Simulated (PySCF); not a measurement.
fluoro(fluorosilyl)silane (F2H4Si2), SMILES F[SiH2][SiH2]F. Atoms are numbered in the order given.

```xyz
8

Si    -1.1316     0.3104     0.4050
F     -1.8943    -0.4089    -0.8461
Si     1.1316    -0.3104     0.4050
F      1.8943     0.4089    -0.8461
H     -1.2933     1.7872     0.2719
H     -1.7754    -0.1458     1.6735
H      1.2933    -1.7872     0.2719
H      1.7754     0.1458     1.6735
```

Coordinates come from a r2SCAN-D4/def2-SVP optimisation. Other conformers were not sampled.

The numbers are results of CAM-B3LYP/def2-TZVP (PySCF), not measurements.

The molecule is in vacuum.

Task: Estimate the frontier levels, gap, dipole moment and polarisability. (An estimate is asked for; the answer gives what the named calculation found.)

Result: 
- highest occupied level: -9.84 eV
- lowest empty level: 0.01 eV
- orbital gap: 9.85 eV
- dipole moment: 2.03 D
- quadrupole, principal values (traceless, Buckingham form, about the centre of nuclear charge): -4.92, 0.72, 4.19 D·Å
- mean static polarisability: 51.7 bohr³ (7.66 Å³)
- polarisability, principal values: 46.6, 47.9, 60.6 bohr³
